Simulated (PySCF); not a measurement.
An unknown is described by computed data only.

Formula: C4HClFN.

| Quantity | Value |
| --- | --- |
| UV, strongest line | among the 6 lowest singlet transitions: S3 at 5.73 eV (216 nm, f = 0.168) [TDDFT PBE0/def2-SVPD] |
| 13C NMR | chemical shifts (computed TMS as zero) by class: 149.3 (1 C), 112.0 (1 C), 109.2 (1 C), 74.8 (1 C) ppm [GIAO PBE0/pcSseg-1] |
| Rotational structure | rotational constants A, B, C: 2.846, 1.521, 1.032 GHz [GFN2-xTB] |
| 1H NMR | chemical shifts (computed TMS as zero) by class: 5.18 (1 H) ppm [GIAO PBE0/pcSseg-1] |
| Dipole | 3.29 D [PBE0/def2-SVPD] |
| Triplet | lowest triplet excitation (Tamm–Dancoff): 3.60 eV [TDA PBE0/def2-SVPD] |

The electronic properties come from PySCF, for the isolated species, density fitting. Levels stand in brackets. Geometry: GFN2-xTB; no solvent, vibrations or thermal averaging. NMR classes are plain means over equivalent atoms (diastereotopic ones count apart unless rotation or inversion swaps them), as if these changed places fast.

Task: Propose a structure and show how it fits.

Result: Numbering: `[N:1]#[C:2][C:3]1=[C:4]([Cl:5])[C@@H:6]1[F:7]`. Its formula, C4HClFN, gives 4 degrees of unsaturation: 1 ring and 3 π bonds in the structure found. 4 carbons fall into 4 classes; from least to most shielded: vinylic C–Cl carbon [C4] (149.3 ppm), nitrile carbon [C2] (112.0 ppm), fully substituted alkene carbon [C3] (109.2 ppm), sp3 C–F carbon [C6] (74.8 ppm). The one hydrogen (5.18 ppm): methine hydrogen. The optimised geometry has point group C1 and is an asymmetric top. Structure: `N#CC1=C(Cl)[C@@H]1F`. The assignments are read from this structure; whether some other isomer fits the data as well wasn't checked. The mirror image fits equally.
